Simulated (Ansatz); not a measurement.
A nudged elastic band was laid between two geometries of C₃H₁₁SbSi (16 atoms, charge 0, multiplicity 1).

Computed with RKS B3LYP/def2-SVP in Ansatz 0.2.0.

```json
{
  "movable images": "7",
  "climbing image": "yes",
  "spring": "5.0 eV/Å²",
  "optimiser": "quadratic models (default)",
  "start path": "IDPP",
  "force threshold": "0.05 eV/Å",
  "iteration limit": "6",
  "end points": "relaxed"
}
```

Initial state:

```xyz
16
Properties=species:S:1:pos:R:3
Si -1.907 -1.052 -0.887
C -0.041 -1.365 -0.716
C 0.856 -0.144 -0.424
C 0.620 0.498 0.946
Sb 2.026 2.158 1.376
H -2.161 0.008 -1.910
H -2.536 -0.620 0.397
H -2.579 -2.311 -1.329
H 0.280 -1.834 -1.664
H 0.106 -2.138 0.061
H 0.712 0.611 -1.218
H 1.912 -0.460 -0.503
H -0.401 0.895 1.045
H 0.767 -0.237 1.755
H 1.190 3.277 0.361
H 1.133 2.693 2.754
```

Final state:

```xyz
16
Properties=species:S:1:pos:R:3
Si -1.798 -0.786 -1.292
C 0.077 -1.046 -1.130
C 0.880 0.050 -0.397
C 0.542 0.187 1.089
Sb 1.831 1.655 2.140
H -2.366 -1.842 -2.182
H -2.085 0.551 -1.896
H -2.502 -0.863 0.023
H 0.462 -1.153 -2.160
H 0.245 -2.026 -0.646
H 0.721 1.018 -0.906
H 1.957 -0.172 -0.510
H -0.504 0.489 1.250
H 0.690 -0.771 1.616
H 0.989 3.017 1.493
H 0.838 1.668 3.553
```

(1) Which bonds break or form, and what moves?

(2) Give the energies along the band, and the barrier.

(3) What is the geometry of the highest image?

Results:

(1) No bond is made or broken. The dihedral H7–Si1–C2–C3 goes from -67 to 53°. The two ends are copies of one structure, up to a mirror image or an exchange of like atoms.

(2) It converged. The highest image is number 4 of 0 to 8, 1.5 kcal/mol above the ends, which have the same energy within 2 meV. Another band between the same ends (7 images) ends at a top of the same energy, where a vibrational analysis finds 1 clearly imaginary mode.

```csv
image,path coordinate (Å),energy (kcal/mol),dihedral H7–Si1–C2–C3 (°)
0,0.00,0.0,-67
1,0.61,0.2,-54
2,1.23,0.7,-39
3,1.84,1.2,-23
4,2.46,1.5,-6
5,3.05,1.3,10
6,3.64,0.7,25
7,4.24,0.2,40
8,4.83,0.0,53
```

(3) 
```xyz
16
Properties=species:S:1:pos:R:3
Si -1.853 -0.830 -1.228
C 0.031 -1.098 -1.067
C 0.858 0.035 -0.422
C 0.588 0.226 1.072
Sb 1.920 1.734 2.003
H -2.238 -0.722 -2.668
H -2.299 0.423 -0.546
H -2.609 -1.973 -0.635
H 0.411 -1.292 -2.086
H 0.197 -2.036 -0.508
H 0.673 0.982 -0.960
H 1.930 -0.189 -0.574
H -0.453 0.526 1.268
H 0.772 -0.711 1.625
H 1.069 3.074 1.322
H 0.981 1.829 3.448
```

The run took 7.3 min on 2 threads of Arm Neoverse N1, on a shared host, peak memory 0.45 GiB.
